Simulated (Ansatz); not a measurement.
Steps of a relaxation of CH5ClSiTe, SMILES `[SiH3]C(Cl)[TeH]` with RKS PBE0-D4/def2-TZVP.

```sh
$ ansatz run in.yaml --threads 4 --pin off --events-out ev --progress --plain --max-ram 10444MiB
```

```yaml
crystal:
  periodic: [false, false, false]
  atoms:
    - {symbol: Si, position_ang: [-0.123825, 1.089531, 0.300424]}
    - {symbol: C, position_ang: [0.346996, -0.437745, -0.739373]}
    - {symbol: Cl, position_ang: [2.109728, -0.779518, -0.526590]}
    - {symbol: Te, position_ang: [-0.963187, -2.140121, -0.300213]}
    - {symbol: H, position_ang: [0.793780, 2.231009, -0.042492]}
    - {symbol: H, position_ang: [-1.545387, 1.475814, 0.001322]}
    - {symbol: H, position_ang: [0.023703, 0.739234, 1.752616]}
    - {symbol: H, position_ang: [0.173463, -0.255477, -1.819441]}
    - {symbol: H, position_ang: [-0.726771, -1.969127, 1.356645]}
basis:
  gaussian: {orbitals: def2-TZVP}
hamiltonian: {xc: pbe0, dispersion: d4}
relax: {f_tol: 0.005, max_steps: 150}
```

Positions (Å) and forces (eV/Å) along the path, 7 of 7 steps:

```xyz
9
step=1 energy=-28804.3618 eV
Si   -0.124    1.090    0.300    0.036   -0.062    0.001
C     0.347   -0.438   -0.739   -0.114   -0.067   -0.205
Cl    2.110   -0.780   -0.527   -0.538    0.070   -0.078
Te   -0.963   -2.140   -0.300    0.472    0.519    0.315
H     0.794    2.231   -0.042   -0.191   -0.254    0.064
H    -1.545    1.476    0.001    0.306   -0.109    0.047
H     0.024    0.739    1.753   -0.035    0.062   -0.313
H     0.173   -0.255   -1.819    0.146   -0.105    0.553
H    -0.727   -1.969    1.357   -0.081   -0.054   -0.384
9
step=2 energy=-28804.3943 eV
Si   -0.128    1.079    0.302    0.051    0.004   -0.102
C     0.333   -0.429   -0.744    0.258    0.131    0.066
Cl    2.075   -0.806   -0.523   -0.067    0.143   -0.057
Te   -0.918   -2.087   -0.281   -0.310   -0.282   -0.306
H     0.783    2.207   -0.038   -0.051   -0.041    0.038
H    -1.537    1.452   -0.001    0.074   -0.010    0.021
H     0.016    0.722    1.739   -0.005    0.001   -0.084
H     0.179   -0.245   -1.814   -0.015   -0.033    0.184
H    -0.716   -1.939    1.343    0.065    0.086    0.241
9
step=3 energy=-28804.4049 eV
Si   -0.122    1.075    0.301    0.011   -0.056   -0.049
C     0.337   -0.441   -0.728    0.154    0.128   -0.074
Cl    2.093   -0.762   -0.537   -0.161   -0.015   -0.008
Te   -0.937   -2.101   -0.293   -0.001   -0.077   -0.036
H     0.789    2.201   -0.035   -0.011   -0.016    0.006
H    -1.526    1.450   -0.005    0.008    0.004    0.010
H     0.017    0.719    1.735   -0.003    0.008   -0.004
H     0.166   -0.262   -1.792    0.019    0.034    0.044
H    -0.728   -1.924    1.337   -0.017   -0.009    0.110
9
step=4 energy=-28804.4070 eV
Si   -0.122    1.076    0.299    0.001   -0.034   -0.020
C     0.338   -0.437   -0.732    0.118    0.049   -0.007
Cl    2.088   -0.770   -0.536   -0.112    0.009   -0.013
Te   -0.934   -2.104   -0.290    0.006   -0.022   -0.004
H     0.787    2.203   -0.036   -0.005   -0.010    0.003
H    -1.527    1.451   -0.005    0.010    0.002    0.004
H     0.018    0.719    1.733   -0.001    0.006   -0.007
H     0.171   -0.252   -1.796   -0.008   -0.006    0.034
H    -0.730   -1.932    1.346   -0.009    0.006    0.009
9
step=5 energy=-28804.4080 eV
Si   -0.119    1.069    0.302   -0.006   -0.005   -0.013
C     0.347   -0.437   -0.734   -0.010   -0.012   -0.008
Cl    2.092   -0.763   -0.549    0.018    0.000    0.007
Te   -0.915   -2.116   -0.292    0.006    0.013   -0.005
H     0.780    2.201   -0.037    0.006    0.002   -0.001
H    -1.527    1.438    0.006   -0.001   -0.002    0.003
H     0.030    0.716    1.735   -0.001   -0.005    0.001
H     0.170   -0.251   -1.794   -0.009    0.010    0.005
H    -0.770   -1.903    1.346   -0.003    0.000    0.011
9
step=6 energy=-28804.4081 eV
Si   -0.119    1.066    0.301    0.001   -0.003    0.005
C     0.348   -0.437   -0.736    0.000    0.001    0.003
Cl    2.096   -0.758   -0.556   -0.003    0.001   -0.002
Te   -0.909   -2.117   -0.287   -0.001   -0.001   -0.004
H     0.783    2.199   -0.031    0.000    0.000   -0.003
H    -1.526    1.436    0.004    0.000   -0.001    0.002
H     0.027    0.707    1.733   -0.002    0.003    0.000
H     0.166   -0.251   -1.795    0.004   -0.001   -0.003
H    -0.777   -1.891    1.350    0.001    0.002    0.001
9
step=7 energy=-28804.4081 eV
Si   -0.119    1.066    0.302    0.001    0.001    0.000
C     0.349   -0.438   -0.736    0.000   -0.001    0.000
Cl    2.097   -0.758   -0.556    0.000    0.000    0.000
Te   -0.909   -2.118   -0.289   -0.001   -0.001    0.001
H     0.781    2.199   -0.033    0.000    0.000    0.000
H    -1.527    1.434    0.007    0.000   -0.001    0.001
H     0.030    0.709    1.734    0.000    0.000    0.000
H     0.168   -0.251   -1.795    0.000    0.001    0.000
H    -0.781   -1.889    1.349    0.000    0.001   -0.001
```

Run time 29 s (4 threads of an Arm Neoverse V1 on a shared host); peak host memory 0.52 GiB.
